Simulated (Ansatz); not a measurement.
Relaxation of the cluster In₄Sb₃⁺ with RKS PBE-D4/def2-SVP.

```sh
$ ansatz run in.yaml --threads 4 --pin off --events-out ev --progress --plain --max-ram 6963MiB
```

```yaml
crystal:
  periodic: [false, false, false]
  atoms:
    - {symbol: In, position_ang: [1.387440, -1.319880, -2.164920]}
    - {symbol: In, position_ang: [1.400870, -1.571480, 0.725310]}
    - {symbol: In, position_ang: [-2.874280, 1.435410, -0.341730]}
    - {symbol: In, position_ang: [2.140750, 1.088550, 1.616520]}
    - {symbol: Sb, position_ang: [-0.870540, 0.308300, 1.654960]}
    - {symbol: Sb, position_ang: [-1.329740, -1.171800, -0.679940]}
    - {symbol: Sb, position_ang: [0.145490, 1.230890, -0.810200]}
basis:
  gaussian: {orbitals: def2-SVP}
total_charge: 1
hamiltonian: {xc: pbe, dispersion: d4}
scf: {lower_state_search: "off"}
output: {orbitals: {seedname: orbitals}}
relax: {f_tol: 0.03, max_steps: 70}
```

Hardware: 4 threads of Arm Neoverse V1 on a shared host. Wall time 19 s.

Positions (Å) and forces (eV/Å) at steps 1, 2, 3, 4, 5 of 5:

```xyz
7
step=1 energy=-40310.3374 eV
In    1.387   -1.320   -2.165    0.703   -0.251   -1.204
In    1.401   -1.571    0.725   -0.203   -0.633    0.438
In   -2.874    1.435   -0.342   -1.274    0.737   -0.218
In    2.141    1.089    1.617    1.016    0.823    0.488
Sb   -0.871    0.308    1.655   -0.354   -0.272    1.167
Sb   -1.330   -1.172   -0.680   -0.613   -1.071   -0.103
Sb    0.145    1.231   -0.810    0.723    0.668   -0.569
7
step=2 energy=-40310.9246 eV
In    1.486   -1.374   -2.329    0.170   -0.030   -0.310
In    1.362   -1.599    0.749   -0.335   -0.048    0.093
In   -3.021    1.516   -0.364   -0.224    0.166   -0.063
In    2.285    1.191    1.699    0.244    0.230    0.099
Sb   -0.922    0.285    1.771    0.162   -0.244   -0.740
Sb   -1.405   -1.274   -0.688    0.390    0.513    0.464
Sb    0.214    1.254   -0.839   -0.408   -0.587    0.457
7
step=3 energy=-40311.0544 eV
In    1.531   -1.383   -2.389    0.056    0.014   -0.083
In    1.312   -1.605    0.762   -0.048   -0.052    0.040
In   -3.083    1.551   -0.374   -0.027    0.046   -0.025
In    2.344    1.231    1.718    0.072    0.070    0.005
Sb   -0.912    0.264    1.735   -0.004   -0.032   -0.045
Sb   -1.382   -1.254   -0.657    0.012    0.026    0.049
Sb    0.191    1.195   -0.797   -0.062   -0.071    0.057
7
step=4 energy=-40311.0611 eV
In    1.550   -1.370   -2.402    0.024    0.016   -0.026
In    1.297   -1.618    0.773    0.000   -0.034    0.021
In   -3.090    1.565   -0.382    0.003    0.018   -0.013
In    2.363    1.245    1.707    0.027    0.026   -0.010
Sb   -0.916    0.256    1.738   -0.021   -0.004    0.041
Sb   -1.386   -1.259   -0.648   -0.032   -0.033   -0.005
Sb    0.181    1.180   -0.785    0.000    0.012   -0.008
7
step=5 energy=-40311.0636 eV
In    1.581   -1.335   -2.393    0.002    0.003   -0.008
In    1.279   -1.639    0.789   -0.004    0.000    0.001
In   -3.086    1.579   -0.394   -0.002   -0.001    0.001
In    2.384    1.245    1.666    0.004    0.008    0.001
Sb   -0.925    0.247    1.750   -0.004    0.001    0.000
Sb   -1.397   -1.271   -0.640   -0.006    0.001    0.000
Sb    0.162    1.174   -0.778    0.010   -0.012    0.005
```

In the def2 sets In, Sb take a core potential; there is no spin–orbit coupling. The structure comes from a short search, and lower isomers may exist.
